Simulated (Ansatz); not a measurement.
Mulliken charges of Cl₂F₂H₂OSi₂ (`F[Si](F)(Cl)O[SiH2]Cl`) from r2SCAN/def2-TZVPP in Ansatz (PBE0-D4/def2-TZVP geometry).

```tsv
atom	x (Å)	y (Å)	z (Å)	charge (e)
F1	-2.074	-1.853	-0.036	-0.278
Si2	-0.923	-1.008	-0.690	0.891
F3	-0.034	-1.992	-1.532	-0.277
Cl4	-1.726	0.368	-1.921	-0.198
O5	-0.056	-0.336	0.473	-0.367
Si6	0.916	0.894	0.939	0.575
Cl7	2.187	1.375	-0.586	-0.232
H8	0.092	2.079	1.245	-0.058
H9	1.708	0.427	2.091	-0.056
```

**Question.** By hand: the dipole of these point charges (1 e Å = 4.8032 D).

**Answer.** Σ q r = (0.044, 0.270, 0.513) e Å, of length 0.581 e Å = 2.79 D.

**Question.** How does the dipole of the full density compare? (An estimate is asked.)

**Answer.** Ansatz gave: (0.035, 0.211, 0.264) e Å, 1.63 D; the point charges give 1.71 times that, at 11° from its direction.

Point charges leave out the atoms' own dipoles, such as those of lone pairs, and Mulliken's split depends on the basis, so the two needn't agree.
